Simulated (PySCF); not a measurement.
Dipole response of Br (bromine, neutral)

[Ar] 3d10 4s2 4p5, 2P determinant. All numbers are calculated (PySCF 2.14, the non-relativistic Hamiltonian (point nucleus), in def2-QZVPPD (12s8p5d4f1g, 98 functions)). Coupled (time-dependent) response in atomic units; α is the mean over directions.

```csv
method,mean α (bohr³),"α xx, yy, zz",C₆ (like pair),S(−4)
LC-wPBE,20.64,"18.93, 21.50, 21.50",165.8,95.72
```

S(−4) is the Cauchy moment in α(ω) = α(0) + S(−4) ω² + …

Reference α: 21 ± 1 bohr³ (recommended; Schwerdtfeger and Nagle, table of static dipole polarizabilities (2023 update)). Published C₆: 162.0 (Chu and Dalgarno (2004); Tang, Norbeck and Certain (1976)).

Spin-orbit coupling is absent.

α(iu) at LC-wPBE:

| u (hartree) | α(iu) (bohr³) |
| --- | --- |
| 0 | 20.64 |
| 0.0500 | 20.41 |
| 0.100 | 19.74 |
| 0.200 | 17.55 |
| 0.300 | 14.96 |
| 0.500 | 10.50 |
| 0.750 | 6.900 |
| 1.00 | 4.788 |
| 1.50 | 2.668 |
| 2.00 | 1.714 |
| 3.00 | 0.9146 |
| 5.00 | 0.4238 |

A single London oscillator, α(iu) = α/(1 + u²/ω²), gives C₆ = (3/4) ω α². Matching the computed C₆ needs ω = 4 × 165.8 / (3 × 20.64²) = 0.519 hartree.

The components differ because the open shell of this determinant is not spherical; for a pure term their mean is the scalar polarisability.
